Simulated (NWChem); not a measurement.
System: SnH3Cl; SMILES [Cl][SnH3]

Computed with NWChem. def2 effective core potentials on Sn; no spin-orbit coupling. Each level has its own optimisation; frequencies are unscaled.

| level | r Cl–Sn (Å) | r H–Sn (Å) | highest harmonic frequency (cm⁻¹) | lowest (cm⁻¹) | zero-point energy (kcal/mol) |
|---|---|---|---|---|---|
| Hartree-Fock/STO-3G (all-electron, non-relativistic) | 2.330 | 1.631 | 2311 | 433 | 16.0 |
| LDA (Slater exchange, VWN5)/def2-SVP (core potentials) | 2.346 | 1.712 | … | … | 13.0 |
| Hartree-Fock/3-21G (all-electron, non-relativistic) | 2.432 | 1.724 | 2050 | 359 | 14.0 |
| PBE-D3(BJ)/def2-SVP (core potentials) | 2.378 | 1.723 | 1890 | 363 | 12.9 |

Problem. Fill in the missing entries.

Solution. 
- LDA (Slater exchange, VWN5)/def2-SVP (core potentials), highest harmonic frequency (cm⁻¹): 1910
- LDA (Slater exchange, VWN5)/def2-SVP (core potentials), lowest (cm⁻¹): 380
